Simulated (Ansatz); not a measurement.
```yaml
atoms:
  - { symbol: C, position_ang: [-0.0396, 0.0254, -0.2380] }
  - { symbol: H, position_ang: [-0.0576, -0.0002, 1.0313] }
```

Basis set: STO-3G (spherical functions). Frozen core: 1 orbital. Charge 0, multiplicity 2.

Computed with Ansatz (development build ahead of 0.2.0); each method stands on the lowest determinant of its kind that the runs found.

Problem. Give the atomization energy at this shape (free ground-state atoms in the same class of orbitals less the molecule, no zero-point energy) of doublet CH by UHF-MP2, UHF.

Solution.

| method | atomization energy |
| --- | --- |
| UHF-MP2 | 69.51 kcal/mol |
| UHF | 61.46 kcal/mol |

Caution: the shape is not the minimum; the unrestricted determinant is spin contaminated.

This basis has no polarisation functions and is too small for such energies, which can lie far from measured ones in either direction.
